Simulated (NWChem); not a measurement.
System: SiHCl$_{3}$; SMILES [SiH](Cl)(Cl)Cl

Here is an NWChem input.

```
start job
memory heap 200 mb stack 900 mb global 1100 mb
geometry units angstroms noautosym nocenter noautoz
  Si     0.000000     0.000000     0.500755
  Cl    -0.502172    -1.859017    -0.187689
  Cl    -1.358870     1.364402    -0.187689
  Cl     1.861042     0.494615    -0.187689
  H      0.000000     0.000000     1.977546
end
basis spherical
  * library def2-svp
end
dft
  xc xpbe96 cpbe96
  iterations 150
  vectors input atomic output neutral.movecs
end
task dft energy
charge 1
dft
  odft
  mult 2
  vectors input atomic output cation.movecs
end
task dft energy
```

Geometry: optimised at PBE0/def2-SVP.

Ions are spin-unrestricted doublets at the neutral geometry; other ion states weren't tried.

What results follow from this input? (PBE/def2-SVP, vertical spin-unrestricted ions.) Quantities: −ε(HOMO) (eV).


```json
{
  "−ε(HOMO) (eV)": "7.76"
}
```
